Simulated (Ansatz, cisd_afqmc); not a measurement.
Species: Tl, charge 0, doublet.

Total energies in def2-TZVPP, 3 correlated electrons, 9 frozen orbitals. UHF or UKS for unpaired electrons; spin-orbit terms are left out. Correlated methods leave the cores frozen (noble-gas shells, and filled d and f shells in the p block). Past Kr the def2 sets carry scalar-relativistic core potentials. AFQMC/CISD: phaseless, guided by CISD from CCSD amplitudes; bars are statistical, one sigma. Outlying blocks are dropped, and bars are widened where a walk drifts. Over all cases where full CI ran beside it in this data, AFQMC minus full CI had a median of +0.1 mEh and passed +0.4 mEh in a tenth of the cases. Spin-orbit terms, left out, reach several kcal/mol for Br and I, and more for heavier atoms.

```
method         program         energy (Eh)  minus CCSDT (mEh)
----------  ----------  ------------------  -----------------
HF              Ansatz          -171.51500              35.88
MP2             Ansatz          -171.54125               9.63
CCSD            Ansatz          -171.55024               0.64
CCSD(T)         Ansatz          -171.55073               0.15
CCSDT           Ansatz          -171.55088               0.00
AFQMC/CISD  cisd_afqmc  -171.5508 ± 0.0001          0.0 ± 0.1
```

Ansatz is a quantum-chemistry and plane-wave program.
